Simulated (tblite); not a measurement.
C5H12Si.
Geometry (GFN2-xTB, Å), atoms numbered from 1 in this order:
```xyz
18
C5H12Si angstrom
C     -1.3564   -1.3591    0.1599
C     -0.6797   -0.0579   -0.2729
C     -1.5601    1.1412    0.0706
C      0.6784    0.0744    0.3828
C      1.8244   -0.7788   -0.1791
Si     2.0728    1.0722   -0.4054
H     -2.3092   -1.4857   -0.3505
H     -1.5383   -1.3503    1.2329
H     -0.7229   -2.2121   -0.0726
H     -0.5393   -0.0865   -1.3599
H     -2.5256    1.0653   -0.4247
H     -1.7295    1.1907    1.1444
H     -1.0797    2.0657   -0.2427
H      0.6059    0.0628    1.4666
H      2.4095   -1.3320    0.5426
H      1.5714   -1.3924   -1.0333
H      1.8448    1.6306   -1.7262
H      3.0247    1.7580    0.4490
```

Level: GFN2-xTB in tblite, geometry and Hessian alike; calculated harmonic values, unscaled, isolated species. Errors from tens to a few hundred cm⁻¹ against measured bands are possible. Modes of hydrogen on silicon can be 10 to 20 % off. One conformer, not necessarily the lowest.

Harmonic wavenumbers (cm⁻¹): 78.9, 151.8, 201.8, 214.0, 255.1, 318.1, 399.2, 428.6, 464.9, 475.8, 536.0, 712.9, 733.7, 738.3, 759.4, 856.5, 939.2, 946.3, 965.3, 989.4, 1018.5, 1050.6, 1123.9, 1145.8, 1166.4, 1203.9, 1258.8, 1321.8, 1362.5, 1404.1, 1417.2, 1444.3, 1496.5, 1499.4, 1505.6, 1509.6, 2354.4, 2362.4, 2917.5, 3000.5, 3020.1, 3022.4, 3027.4, 3028.7, 3033.9, 3035.8, 3054.3, 3064.0.

A = 4856, B = 1846, C = 1459 MHz; mass 100.071 u (most abundant isotopes); point group C1, symmetry number 1.

Zero-point energy?

Half the sum of the wavenumbers: 33508 cm⁻¹ = 95.80 kcal/mol.

Entropy at 400 K, 1 bar (ideal gas, RRHO, classical rotation)?

Translation 41.21, rotation 28.48, vibration 28.63: S = 98.3 cal/(mol K).

And Cp and H(400 K) − H(0)?

Cp = 42.86 cal/(mol K), of which vibrations give 34.91 (their classical limit is 48 R = 95.4); H(400 K) − H(0) = 9.73 kcal/mol without the zero-point energy, 6.55 from vibrations.

How do the functions run with temperature in this model?

```json
{"T (K)": "150", "S (cal/(mol K))": "69.5", "Cp (cal/(mol K))": "19.5", "H − H(0) (kcal/mol)": "1.92", "G − H(0) (kcal/mol)": "-8.51", "ln q(vib)": "1.40"}
{"T (K)": "250", "S (cal/(mol K))": "81.7", "Cp (cal/(mol K))": "28.9", "H − H(0) (kcal/mol)": "4.34", "G − H(0) (kcal/mol)": "-16.08", "ln q(vib)": "3.18"}
{"T (K)": "298.15", "S (cal/(mol K))": "87.1", "Cp (cal/(mol K))": "33.5", "H − H(0) (kcal/mol)": "5.84", "G − H(0) (kcal/mol)": "-20.14", "ln q(vib)": "4.11"}
{"T (K)": "600", "S (cal/(mol K))": "118.6", "Cp (cal/(mol K))": "57.5", "H − H(0) (kcal/mol)": "19.86", "G − H(0) (kcal/mol)": "-51.32", "ln q(vib)": "10.36"}
{"T (K)": "900", "S (cal/(mol K))": "144.9", "Cp (cal/(mol K))": "72.1", "H − H(0) (kcal/mol)": "39.47", "G − H(0) (kcal/mol)": "-90.98", "ln q(vib)": "16.56"}
```

q(vib) and H(0) count from the zero-point level.

What must be added to the electronic energy to get the Gibbs energy at 400 K and 1 bar?

ZPE + [H(400 K) − H(0)] − T·S = 95.80 + 9.73 − 39.33 = 66.20 kcal/mol.

Blend soft modes into free rotors: weight 1/[1 + (100 cm⁻¹/ν̃)⁴] for the oscillator and the rest for a rotor with moment μB/(μ + B), μ = h/(8π²ν), B = 10⁻⁴⁴ kg m². What vibrational entropy results?

27.74 cal/(mol K) in place of 28.63, which changes −T·S at 400 K by +0.36 kcal/mol.

Which modes carry the vibrational entropy at 400 K?

78.9 cm⁻¹: 4.50; 151.8 cm⁻¹: 3.21; 201.8 cm⁻¹: 2.67; 214.0 cm⁻¹: 2.56; 255.1 cm⁻¹: 2.23; 318.1 cm⁻¹: 1.82 cal/(mol K); the other 42 give 11.65 together.

Hindered rotation and anharmonicity are outside this model. Other conformers, if any are populated, would add a mixing term that is left out. The structure is chiral; the term R ln 2 for an equal mix with its mirror image is left out.

Hardware: one thread, Arm Neoverse N1 (aarch64) (shared host). Cost: 0.93 s wall. The figure is for the frequency step alone.
